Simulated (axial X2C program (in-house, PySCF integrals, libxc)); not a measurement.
## Working with the constants of HgB

A bond curve at the PBE0 level, 2c, was computed with an in-house all-electron X2C program for linear molecules (integrals from PySCF) (basis Hg dyall-cv3z [13s14p9d6f4g], B dyall-v3z [7s6p2d1f] (cores contracted in-house)) for the state Ω = 1/2 (⟨Sz⟩ = -0.46, ⟨Lz⟩ = 0.96 at PBE0). Its fit gives Re = 2.2434 Å, ωe = 319.8 cm⁻¹, ωexe = 5.77 cm⁻¹ and αe = 6.328e-03 cm⁻¹; the masses are 201.9706 and 11.0093 u. Two-component means X2C with spin–orbit coupling and atomic mean-field Coulomb and Gaunt terms.

(1) Find the reduced mass, Be and the force constant.

(2) A Morse curve ties αe to the other constants (Pekeris). How well does that hold?

(3) The dipole moment p changes by 0.65 D/Å at Re. What harmonic infrared intensity follows?

(4) Estimate De from a Morse curve and compare with the computed well depth of 0.421 eV to Hg + B.

(5) Where do the fundamental and the first overtone lie?

One determinant describes the state; a PBE0 search over occupations chose it and may have missed a lower one. Dissociation energies refer to the lowest single-determinant-based atoms at the same level and basis. Density functionals use the spin component along the axis (collinear). In 2c an atomic determinant is not the ground J level, so De misses part of the atomic spin–orbit lowering. This holds for PBE0. The functionals have no current-density term, which raises determinants with orbital currents, atoms included. The atomic limit has a lower orbital projection than the molecule and lies lower at mean-field level, so De may be about a tenth of an eV too small.

Results:

(1) From the PBE0 values: μ = 10.4402 u. Be = 16.8576/(μ Re²) = 0.3208 cm⁻¹. k = 5.8918×10⁻⁷ μ ωe² = 0.629 mdyn/Å.

(2) αe(Morse) = 6Be²/ωe × (√(ωexe/Be) − 1) = 6.259e-03 cm⁻¹; the PBE0 curve gives 6.328e-03 cm⁻¹, a ratio of 0.99.

(3) I = 42.256 × (dp/dR)²/μ = 1.7 km/mol.

(4) De(Morse) = ωe²/(4ωexe) = 0.549 eV against 0.421 eV computed, a ratio of 1.30. The extrapolation overshoots: the well softens faster than a Morse curve, or the lowest atomic limit lies below the one to which the curve heads.

(5) ν(1←0) = ωe − 2ωexe = 308.3 cm⁻¹; ν(2←0) = 2ωe − 6ωexe = 605.0 cm⁻¹.
